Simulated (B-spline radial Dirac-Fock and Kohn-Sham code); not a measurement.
Auger decay of the 3s hole in Co⁵⁺

System: cobalt as Co⁵⁺ in the configuration [Ar] 3d4, inside a Watson sphere of charge -5 and radius 2.7 Å (a model of the Madelung potential; inside it an electron's potential energy is raised by 26.7 eV).

These are calculated numbers from a radial atomic solver; the model is a relativistic independent-particle model: LDA orbitals of the hole state, radiative multipoles to third order, Auger rates from the Coulomb interaction with a continuum orbital, Dirac-Fock energies. Kinetic energies are configuration averages from the vacuum level; the two-hole energies are estimated from single-hole states.

```csv
transition,kinetic energy (eV),width (meV),share (%)
M1-M4M4,8.43,7.62,20.8
M1-M4M5,8.70,14.4,39.3
M1-M5M5,8.97,14.6,39.9
```

Coster-Kronig rates are the weakest part of this model and often come out 1.5 to 2.5 times too large. Channels within a few eV of threshold rest on estimated energies and may be closed in reality. The listed channels hold 100 % of the non-radiative rate. Summed by principal shells, of 0.0367 eV in all: MMM 100.0 %.
